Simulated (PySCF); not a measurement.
PySCF input for tetraarsenic (As4), SMILES [As]12[As]3[As]1[As]23, KT2/pcSseg-1. Geometry optimised at B3LYP-D3(BJ)/def2-SVP.

```python
import numpy as np
from pyscf import gto, scf, dft
from pyscf.prop.nmr import rks as nmr

mol = gto.M(
    atom='''
    As   -0.87021866    0.87021866   -0.87021866
    As    0.87021866    0.87021865    0.87021866
    As    0.87021865   -0.87021866   -0.87021866
    As   -0.87021865   -0.87021865    0.87021867
    ''',
    basis='pcSseg-1',
    charge=0,
    spin=0,
    max_memory=1600,
    verbose=3,
)
mf = dft.RKS(mol, xc='kt2').density_fit(auxbasis='def2-universal-jkfit')
mf.grids.level = 3
mf.conv_tol = 1e-10
mf.max_cycle = 100
mf.kernel()
n = nmr.NMR(mf)
n.verbose = 2
n.max_cycle_cphf = 60
sigma = n.kernel()
print('atom   isotropic/ppm   span/ppm')
for i, s in enumerate(sigma):
    w = np.linalg.eigvalsh((s + s.T) / 2)
    print(f'{mol.atom_symbol(i):2s}{i + 1:3d} {w.mean():14.3f} {w[2] - w[0]:11.3f}')
```

Log of the run:

```
converged SCF energy = -8978.59846126852
atom   isotropic/ppm   span/ppm
As  1       2350.953     882.491
As  2       2350.951     882.489
As  3       2350.952     882.490
As  4       2350.951     882.489
```

The run converged.

Cost: roughly 80 core-seconds.
